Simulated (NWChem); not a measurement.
InHClF; SMILES [F][InH][Cl]

All runs: NWChem. Coordinates come from a PBE-D3(BJ)/def2-SVP optimisation. def2 effective core potentials on In; no spin-orbit coupling. Ions are spin-unrestricted doublets at the neutral geometry; other ion states weren't tried. Functional: LC-ωPBE (HJS hole) with def2-SVP; rows give the range parameter ω in 1/bohr.

```json
[
 {"range parameter (1/bohr)": "0.10", "vertical ionisation energy, ΔSCF (eV)": "11.18", "−ε(HOMO) (eV)": "8.85", "ΔSCF minus −ε(HOMO) (eV)": "2.33"},
 {"range parameter (1/bohr)": "0.20", "vertical ionisation energy, ΔSCF (eV)": "11.27", "−ε(HOMO) (eV)": "10.07", "ΔSCF minus −ε(HOMO) (eV)": "1.20"},
 {"range parameter (1/bohr)": "0.30", "vertical ionisation energy, ΔSCF (eV)": "11.55", "−ε(HOMO) (eV)": "10.99", "ΔSCF minus −ε(HOMO) (eV)": "0.56"},
 {"range parameter (1/bohr)": "0.60", "vertical ionisation energy, ΔSCF (eV)": "12.74", "−ε(HOMO) (eV)": "12.48", "ΔSCF minus −ε(HOMO) (eV)": "0.26"},
 {"range parameter (1/bohr)": "0.80", "vertical ionisation energy, ΔSCF (eV)": "12.87", "−ε(HOMO) (eV)": "12.88", "ΔSCF minus −ε(HOMO) (eV)": "-0.01"}
]
```
